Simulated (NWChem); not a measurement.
System: CH3Si, doublet; SMILES [SiH]=C

Program: NWChem. Spin-unrestricted. All runs use the structure optimised with PBE-D3(BJ)/def2-SVP, spin-unrestricted. No stability test was run on the SCF state. Level: M06-2X/def2-SVP with SMD (1 M gas to 1 M solution), gas-phase geometry. Reactions with the solvent are ignored.

Q: What does the run give for solvent dichloromethane? Quantities: solvation free energy (kcal/mol); cavity-dispersion-structure term (kcal/mol); dipole in solution (D).

A: 
* **solvation free energy (kcal/mol)**: -1.6
* **cavity-dispersion-structure term (kcal/mol)**: 0.1
* **dipole in solution (D)**: 1.02
